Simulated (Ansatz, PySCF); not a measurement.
Process, species as SMILES: CC[N](C)[GeH3] [N-germyl-N-methylethanamine] -> C[CH][N](C)[GeH3] + H atom (the C-H bond at the site shown breaks; other sites are not compared here)
Each molecule is optimised on its own at B3LYP-D3(BJ)/def2-TZVP (Ansatz, an electronic-structure program), one conformer each, not searched for the lowest. Frequencies are from PySCF.

Property: bond dissociation energy (enthalpy at 298 K, with B3LYP-D3(BJ) rigid-rotor harmonic-oscillator terms), in kJ/mol. Valence correlation only, unless marked. UHF or UKS for open shells. No spin-orbit coupling. Frozen are the shells of the preceding noble gas and the d and f shells that filled before the atom's block. Non-relativistic. Basis-set limits of correlation are two-point, X^-3; Hartree-Fock from the larger set.

```tsv
level	program	bond dissociation energy (kJ/mol)
BLYP-D4/def2-TZVPD	Ansatz + dftd4	(withheld)
r2SCAN-D3(BJ)/def2-TZVPD	Ansatz + dftd3	(withheld)
B3LYP-D3(BJ)/def2-TZVPD	Ansatz + dftd3	362.0
PBE0-D3(BJ)/def2-TZVP	Ansatz + dftd3	(withheld)
PBE0/def2-TZVPD	Ansatz	(withheld)
BHLYP/def2-TZVPD	Ansatz	360.7
CAM-B3LYP-D3(BJ)/def2-TZVPD	Ansatz + dftd3	364.5
CCSD/cc-pVQZ	Ansatz	375.0
CCSD(T)/CBS(cc-pVTZ,cc-pVQZ)	Ansatz	378.2
```

Question: Fill in the missing entries.

Answer: 
- BLYP-D4/def2-TZVPD, bond dissociation energy (kJ/mol): 351.8
- r2SCAN-D3(BJ)/def2-TZVPD, bond dissociation energy (kJ/mol): 352.2
- PBE0-D3(BJ)/def2-TZVP, bond dissociation energy (kJ/mol): 356.9
- PBE0/def2-TZVPD, bond dissociation energy (kJ/mol): 354.3
